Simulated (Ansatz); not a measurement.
Computed with Ansatz on PBE0-D4/def2-TZVP structures; ΔE is electronic, products minus reactants. CBS: MP2 limit from def2 TZ/QZ plus the TZ coupled-cluster correction, frozen cores. This one scheme is used for every species. Functionals use def2-TZVPP. B3LYP here is the variant with VWN-RPA as its local correlation; programs differ in this. HSE06 is defined as in plane-wave codes. Open shells (•) are unrestricted, without spin–orbit coupling. One conformer a species, not always the lowest.

Consider the homolysis of the B–Si bond: `B[SiH](O)F` → `[BH2]`• + `O[SiH]F`•.

| level | ΔE (kJ/mol) | difference from CCSD(T)/CBS |
| --- | --- | --- |
| revPBE-D4 | 356.4 | -28.1 |
| PBE0-D4 | 368.9 | -15.6 |
| B3LYP-D4 | 366.4 | -18.1 |
| r2SCANh-D4 | 354.0 | -30.5 |
| HSE06-D4 | 368.9 | -15.6 |
| ωB97M-V | 388.5 | 4.0 |
| B2PLYP | 366.3 | -18.2 |
| BHLYP | 362.4 | -22.1 |
| HF/def2-TZVPP | 283.9 | -100.6 |
| HF/def2-QZVPP | 282.3 | -102.2 |
| CCSD(T)/CBS | 384.5 | 0 |

Largest T1 diagnostic among the species: 0.014.

In def2-TZVPP, CCSD(T) changes the Hartree–Fock value by +91.9 kJ/mol (the triples alone add +5.0 kJ/mol) and MP2 by +88.1 kJ/mol; breaking electron pairs costs correlation energy, which Hartree–Fock lacks. The D4 term adds +8.1 kJ/mol with B3LYP and +4.4 kJ/mol with PBE0; it sums over pairs of atoms, weighted by their polarisabilities, and B3LYP, whose exchange is more repulsive, gets the larger term.
